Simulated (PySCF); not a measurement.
How methods differ on the excitation energy of Zr(2+)

Zr(2+) [Kr] 4d2 (3F) → Zr(2+) [Kr] 4d1 5s1 (3D), as a difference of total energies. Calculation: PySCF 2.14, in x2c-TZVPPall (8s6p6d2f1g, 79 functions); the spin-free X2C one-electron Hamiltonian (Gaussian nucleus). Correlated levels: valence: [Kr] frozen; valence and next inner shell: [Ar] 3d10 frozen. The calculations carry no spin-orbit coupling.

```
                                method  excitation energy (cm⁻¹)
                                   UHF                     19113
                                   LDA                     17433
                                   PBE                     19107
                                  PBE0                     20216
                                r2SCAN                     21121
                                 M06-L                     25923
                             CAM-B3LYP                     18799
                             BHandHLYP                     19590
                                  BLYP                     17723
                         MP2 (valence)                     18996
                     SCS-MP2 (valence)                     19074
    MP2 (valence and next inner shell)                     17227
SCS-MP2 (valence and next inner shell)                     17891
```

A first-order spin-orbit estimate (lowest level to lowest level, LS coupling) adds 0.019 eV.

The basis was made for the ground configuration and has no added diffuse functions, so the excitation energy can come out too high.
